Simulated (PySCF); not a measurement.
SMILES [F][Sn]([Cl])([Cl])[Br], singlet, PBE0/def2-SVP optimised geometry.

```
5

F     -1.40    -1.92     1.61
Sn    -0.79    -1.07     0.00
Cl    -1.65    -2.29    -1.77
Cl    -1.65     1.07     0.00
Br     1.65    -1.07     0.00
```

Density from PBE0/def2-TZVP, def2 effective core potentials past Kr in PySCF at that geometry. The core electrons that the potentials of Sn replace are not part of the density.

Minimum of the electron density along straight lines between bonded atoms, close to the bond critical point (lines longer than 1.1 times the sum of covalent radii, or with two minima, are not listed):

| bond | length / Å | ρ at the minimum / e bohr⁻³ | ∇²ρ there / e bohr⁻⁵ | position (fraction from the first atom) |
|---|---|---|---|---|
| F1–Sn2 | 1.919 | 0.124 | 0.60 | 0.48 |
| Sn2–Cl3 | 2.313 | 0.094 | 0.17 | 0.47 |
| Sn2–Cl4 | 2.313 | 0.094 | 0.17 | 0.47 |
| Sn2–Br5 | 2.448 | 0.084 | 0.10 | 0.47 |
